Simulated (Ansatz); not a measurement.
Molecule: CH5FNSi, net charge 0, doublet state. It need not be the lowest isomer of its formula. SMILES: [NH][Si@H](C)F
Structure (B3LYP-D3(BJ)/def2-TZVP (Ansatz, a quantum-chemistry and plane-wave program) minimum search):
```xyz
9

Si    -0.1072     0.1274    -0.3024
C      0.9974    -1.3624    -0.1829
F      0.6389     1.3711     0.4013
N     -1.6467    -0.2574     0.3919
H     -0.3849     0.5315    -1.6983
H      0.5443    -2.2123    -0.6952
H      1.9635    -1.1498    -0.6447
H      1.1681    -1.6399     0.8586
H     -1.9976     0.3230     1.1546
```
Charge 0, spin multiplicity 2.

Parts of the frozen-core correlation energy in 6-31G* (Ansatz, hartree). Frozen orbitals: 8; correlated occupied orbitals by spin: 13 and 12; virtual: 53 and 54. Open shells are spin-unrestricted. No spin-orbit coupling. Non-relativistic.

```json
[
 {"term": "reference (HF)", "value": "-483.63405"},
 {"term": "MP2 opposite-spin", "value": "-0.38425"},
 {"term": "MP2 same-spin", "value": "-0.12740"},
 {"term": "CCSD correlation", "value": "-0.55254"},
 {"term": "(T)", "value": "-0.01174"},
 {"term": "T1 diagnostic", "value": "0.013"},
 {"term": "largest doubles amplitude", "value": "0.026"},
 {"term": "<S^2> of the reference", "value": "0.758"}
]
```
